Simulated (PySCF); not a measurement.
# Molecular orbitals of SrBi

PBE at R = 3.354 Å; Sr def2-SVP with ECP28, Bi def2-SVP with ECP60; scalar-relativistic core potentials (PySCF 2.14). State: ⁴Σ⁻ (quartet), unpaired electrons σ ↑, π ↑↑. Only the outer orbitals are listed, counted within each symmetry, core potentials removing the inner ones.

| spin | orbital | occ. | ε (eV) | on Sr (%) | main shells (%) |
| --- | --- | --- | --- | --- | --- |
| α | 3π | 1 | -23.18 | 100 | 100 Sr p |
| α | 3π | 1 | -23.18 | 100 | 100 Sr p |
| α | 5σ | 1 | -23.01 | 100 | 100 Sr p |
| α | 6σ | 1 | -13.85 | 1 | 98 Bi s |
| α | 7σ | 1 | -4.81 | 34 | 66 Bi p, 30 Sr s |
| α | 4π | 1 | -4.58 | 8 | 92 Bi p |
| α | 4π | 1 | -4.58 | 8 | 92 Bi p |
| α | 8σ | 1 | -3.31 | 82 | 63 Sr s, 18 Bi p, 11 Sr p |
| α | 5π | 0 | -1.66 | 100 | 60 Sr p, 40 Sr d |
| α | 5π | 0 | -1.66 | 100 | 60 Sr p, 40 Sr d |
| α | 9σ | 0 | -1.58 | 99 | 56 Sr d, 43 Sr p |
| β | 3π | 1 | -23.08 | 100 | 100 Sr p |
| β | 3π | 1 | -23.08 | 100 | 100 Sr p |
| β | 5σ | 1 | -22.90 | 100 | 100 Sr p |
| β | 6σ | 1 | -12.76 | 3 | 97 Bi s |
| β | 7σ | 1 | -4.14 | 43 | 56 Bi p, 38 Sr s |
| β | 4π | 0 | -3.21 | 17 | 83 Bi p, 12 Sr d |
| β | 4π | 0 | -3.21 | 17 | 83 Bi p, 12 Sr d |
| β | 8σ | 0 | -2.61 | 78 | 58 Sr s, 22 Bi p, 10 Sr p |

**Question.** Which are the highest filled and the lowest empty level, where do they sit, and how wide is the gap?

**Answer.** Highest filled α 8σ at -3.31 eV (in %: 63 Sr s, 18 Bi p, 11 Sr p); lowest empty β 4π at -3.21 eV (in %: 83 Bi p, 12 Sr d); the gap at PBE is 0.10 eV.

- bond order (Mayer): 1.09
- ⟨S²⟩: 3.754
- charge on Sr (Mulliken, basis-dependent): 0.21
- charge on Sr (Löwdin, basis-dependent): -0.03
- dipole moment (positive dipole means Sr(−)Bi(+)): -3.15 D
- polarisability along the bond: 291.0 bohr³
- polarisability across the bond: 209.0 bohr³

Spin–orbit coupling is left out, which matters for elements this heavy, above all for dissociation energies. The state is the lowest determinant that a PBE0 search found; another state may lie lower at other levels.
